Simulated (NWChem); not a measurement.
Species: MgNH2I; SMILES [Mg]([NH2])[I]

```xyz
5

Mg     0.0000     0.0000     1.5916
I      0.0000     0.0000    -0.9729
N      0.0000     0.0000     3.4728
H      0.0000    -0.8168     4.0768
H      0.0000     0.8168     4.0768
```
Atoms are numbered in this order, from 1.

Program: NWChem. All runs use the structure optimised with PBE0/def2-SVP. def2 effective core potentials on I; no spin-orbit coupling.

For level Hartree-Fock/def2-SVP (core potentials):

- highest occupied level (eV): -9.79
- orbital gap (eV): 10.71
- dipole (D): 2.33

Question: How do the values read with level Hartree-Fock/STO-3G (all-electron, non-relativistic) instead?

Answer: The highest occupied level (eV) is -6.34. The orbital gap (eV) comes out as 14.73 and the dipole (D) comes out as 3.53.
